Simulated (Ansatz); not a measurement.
The cluster Hg2O⁺, relaxed as a doublet with UKS PBE0-D4/def2-TZVP in Ansatz, starting from the GFN1-xTB geometry. Force threshold 0.02 eV/Å.

In the def2 sets Hg takes a core potential; there is no spin–orbit coupling. The structure comes from a short search, and lower isomers may exist.

Start:

Cartesian coordinates in Å:
```
Hg -1.7382 -0.8102 0.2909
Hg 1.7726 0.6308 -0.4668
O -0.0344 0.1794 0.1760
```

Question: Estimate the energy that the relaxation releases and the steps that it takes.

Answer: 4.2 kcal/mol, in 5 steps; 8 s on 4 threads of Arm Neoverse V2 on a shared host. No frequencies were taken in this run, so the end may be a saddle point.

Question: Does the start keep its bonding?

Answer: By distances, no bond broke or formed. The bond that changes most is Hg2–O3, from 1.97 to 2.04 Å (atoms count from 1).

Question: Predict the relaxed structure.

Answer: 
Cartesian coordinates in Å:
```
Hg -1.638 -0.892 0.162
Hg 1.719 0.485 -0.563
O -0.080 0.407 0.400
```
Bond lengths (bridged metal pairs left out): 2 × Hg–O 2.04 Å.
